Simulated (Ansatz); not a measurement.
`C[S][Ga][CH3]` radical, relaxed with UKS PBE0-D4/def2-TZVP in Ansatz from a PBE-D4/def2-SVP geometry. The force threshold is 0.005 eV/Å; the program also tests the step.

Total charge 0; spin multiplicity 2.

Start:

```xyz
10

C     0.802    1.507   -0.350
S    -1.009    1.851   -0.337
Ga   -1.876   -0.182    0.124
C    -0.559   -1.692    0.377
H     1.159    1.135    0.630
H     1.078    0.780   -1.139
H     1.310    2.467   -0.565
H    -1.065   -2.646    0.616
H     0.028   -1.803   -0.558
H     0.131   -1.418    1.202
```

```tsv
step	energy (eV)	largest force (eV/Å)	largest move (Å)
1	-65373.3145	0.545	0.000
2	-65373.3545	0.177	0.033
3	-65373.3584	0.074	0.030
4	-65373.3591	0.027	0.014
5	-65373.3592	0.014	0.004
6	-65373.3592	0.003	0.004
```

End:

```xyz
10

C     0.803    1.514   -0.352
S    -0.991    1.830   -0.332
Ga   -1.835   -0.178    0.125
C    -0.560   -1.695    0.378
H     1.155    1.156    0.614
H     1.073    0.800   -1.129
H     1.290    2.465   -0.569
H    -1.080   -2.624    0.604
H     0.025   -1.818   -0.537
H     0.120   -1.449    1.199
```

Hardware: 2 threads of an AMD EPYC 7R13 on a shared host and a share of an NVIDIA H100 80 GB. Wall time 13 s, peak host memory 0.89 GiB.
